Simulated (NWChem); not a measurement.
System: C2HBrCl2; SMILES C(Br)=C(Cl)Cl

Results from NWChem. Pople sets run with spherical d functions. Structure relaxed at the PBE0/def2-SVP level. Vertical excitations in the gas phase; the lowest state need not have the same character in each row.

**Question.** Order these by “lowest excitation, singlet (eV)”, lowest first: PBE0/6-31G*, full TDDFT; Hartree-Fock/6-31G*, TDHF; PBE/6-31G*, full TDDFT.

**Answer.** PBE/6-31G*, full TDDFT (4.84), PBE0/6-31G*, full TDDFT (5.28), Hartree-Fock/6-31G*, TDHF (6.24)
